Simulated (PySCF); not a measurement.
## Correlation energy of P (phosphorus, neutral)

[Ne] 3s1 3p3 4s1, high-spin 6S determinant (an excited configuration). Computed with PySCF 2.14 in x2c-QZVPPall with one added diffuse shell each of s, p, d, f type (10s7p5d3f1g, 86 functions), with scalar relativity by spin-free X2C-1e. Frozen: [Ne]; 5 electrons correlated.

```
  level  correlation energy (mhartree)
   CCSD                         -42.69
    (T)                          -1.03
CCSD(T)                         -43.72
```

Diagnostics: T1 = 0.0095, D1 = 0.0296, largest double amplitude 0.033.

The outer electron is Rydberg-like, and this basis confines it to a smaller radius and binds it less than a complete one would.

Cost of the coupled-cluster step: roughly 4 core-seconds, for 5 correlated electrons.

Iterations:

```
CC2 = 0
CCSD nocc = (np.int64(5), np.int64(0)), nmo = (81, 81)
frozen orbitals [[0, 1, 2, 3, 4], [0, 1, 2, 3, 4]]
max_cycle = 100
direct = 0
conv_tol = 1e-08
conv_tol_normt = 1e-06
diis_space = 8
diis_start_cycle = 0
Init t2, MP2 energy = -0.0323870087045517
Init E_corr(UCCSD) = -0.032387008720797
cycle = 1  E_corr(UCCSD) = -0.0397794451024957  dE = -0.00739243638  norm(t1,t2) = 0.0378701
cycle = 2  E_corr(UCCSD) = -0.0417874930840015  dE = -0.00200804798  norm(t1,t2) = 0.0132104
cycle = 3  E_corr(UCCSD) = -0.0427452455210898  dE = -0.000957752437  norm(t1,t2) = 0.00519386
cycle = 4  E_corr(UCCSD) = -0.0426905166251044  dE = 5.4728896e-05  norm(t1,t2) = 0.000707448
cycle = 5  E_corr(UCCSD) = -0.0426910399413706  dE = -5.23316266e-07  norm(t1,t2) = 6.7679e-05
cycle = 6  E_corr(UCCSD) = -0.0426904124676689  dE = 6.27473702e-07  norm(t1,t2) = 6.89003e-06
cycle = 7  E_corr(UCCSD) = -0.0426905785320241  dE = -1.66064355e-07  norm(t1,t2) = 1.21867e-06
cycle = 8  E_corr(UCCSD) = -0.0426905421151706  dE = 3.64168536e-08  norm(t1,t2) = 1.97105e-07
cycle = 9  E_corr(UCCSD) = -0.0426905440018852  dE = -1.88671463e-09  norm(t1,t2) = 3.16853e-08
UCCSD converged
E(UCCSD) = -341.1876234019797  E_corr = -0.04269054400188518
UCCSD(T) correction = -0.00102700918472292
```
